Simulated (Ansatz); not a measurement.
`C#[C][GeH2][F]` + HCl → `C#[C][GeH2][Cl]` + H–F at 298.15 K and 1 bar (ligand exchange at a Ge–F bond).

Isolated molecules relaxed with PBE0-D4/def2-TZVP in Ansatz; ΔE leaves out vibrations. CCSD(T)/CBS is the MP2 limit (def2-TZVPP, def2-QZVPP) plus CCSD(T) − MP2 in def2-TZVPP, frozen cores. This one scheme is used for every species. For Ge outer-core shells are correlated without core-valence functions, which leaves a few kJ/mol of doubt a bond. Scalar relativity is left out up to krypton.

```json
{"species": "`C#[C][GeH2][F]`", "CCSD(T)/CBS energy (Eh)": "-2253.77838", "H − E (kJ/mol)": "114.3", "S (J/(mol·K))": "313.0"}
{"species": "HCl", "CCSD(T)/CBS energy (Eh)": "-460.38127", "H − E (kJ/mol)": "26.6", "S (J/(mol·K))": "186.8"}
{"species": "`C#[C][GeH2][Cl]`", "CCSD(T)/CBS energy (Eh)": "-2613.77047", "H − E (kJ/mol)": "112.6", "S (J/(mol·K))": "324.7"}
{"species": "H–F", "CCSD(T)/CBS energy (Eh)": "-100.39570", "H − E (kJ/mol)": "33.5", "S (J/(mol·K))": "173.6"}
```

H − E and S are ideal-gas, rigid-rotor, harmonic terms from PBE0-D4/def2-TZVP. 1 Eh = 2625.50 kJ/mol, R = 8.31446 J/(mol·K).

Task: By hand: ΔE, ΔH, ΔS and ΔG.

Result: ΔE = (-2613.77047) + (-100.39570) − (-2253.77838) − (-460.38127) = -0.00652 Eh = -17.1 kJ/mol. Δ(H − E) = 112.6 + 33.5 − 114.3 − 26.6 = 5.2, so ΔH = -11.9 kJ/mol. ΔS = 324.7 + 173.6 − 313.0 − 186.8 = -1.5 J/(mol·K). ΔG = -11.9 − 298.15 × (-1.5)/1000 = -11.5 kJ/mol.

Task: By hand: the equilibrium constant, and the temperature at which ΔG would vanish if ΔH and ΔS stayed fixed.

Result: log₁₀ K = −ΔG/(RT ln 10) = 2.0. ΔG = 0 at ΔH/ΔS = 7933 K, far beyond where these terms or the molecules hold.

The number of gas molecules stays the same, so ΔS is small and ΔH decides. A doubt of 5 kJ/mol in ΔE shifts log₁₀ K by 0.9 here. These are equilibria of isolated gas molecules and say nothing of rates. Largest T1 diagnostic: 0.013 (customary marks: 0.02 for closed shells, 0.045 for open ones).
